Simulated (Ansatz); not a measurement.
```xyz
8

F     2.087    0.266    1.032
Si    1.140    0.346   -0.258
Si   -1.061   -0.204    0.329
Cl   -1.138   -2.125    1.036
Cl   -2.143   -0.060   -1.411
H     1.630   -0.620   -1.271
H     1.193    1.730   -0.792
H    -1.708    0.667    1.334
```

Total charge 0; spin multiplicity 1.

Question: List the PBE0/def2-TZVPP orbital energies in eV (the Gaussian-basis code of Ansatz). (Best estimate.)

Answer: Computed: Occupied: -2767.83, -2767.80, -1804.68, -1803.95, -674.12, -259.69, -259.65, -197.96, -197.93, -197.84, -197.83, -197.80, -197.79, -146.84, -146.19, -101.55, -101.51, -101.44, -100.90, -100.83, -100.82, -33.48, -23.90, -23.26, -16.41, -15.00, -13.11, -13.01, -12.80, -11.83, -11.68, -10.70, -10.08, -9.82, -9.74, -9.50, -8.34. Lowest empty: -1.20, -0.64, 0.33, 0.90, 1.20, 1.64, 2.48, 3.40.
